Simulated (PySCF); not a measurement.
# Levels of In²⁰⁺ from EOM-EA-GCCSD

Reference: closed-shell In²¹⁺, [Ar] 3d10; one electron is added. Calculated with PySCF 2.14, two-component X2C-1e with screened spin-orbit coupling, an even-tempered Gaussian basis (19 s from 0.82 bohr⁻², ratio 2.6; 15 p from 1.1 bohr⁻², ratio 2.6; 10 d from 1.1 bohr⁻², ratio 2.6; 6 f from 1.1 bohr⁻², ratio 2.8); frozen [Ar]; the 100 highest virtual spinors dropped; of the others 70 kept and the rest restored at second order. No Breit or QED terms. Binding energies in eV.

| level | Koopmans |
| --- | --- |
| 4s1/2 | 591.91 |
| 4p1/2 | 549.05 |
| 4p3/2 | 538.45 |

(1) How does correlation move these levels?

For comparison, the ionisation energy of In²⁰⁺ is 593.38 ± 0.2 eV (semi-empirical (NIST evaluation); NIST Atomic Spectra Database, ionization energies).

Results:

(1) 4s1/2: second order 593.14, EOM-CCSD 593.09; 4p1/2: second order 550.21, EOM-CCSD 550.17; 4p3/2: second order 539.55, EOM-CCSD 539.51.
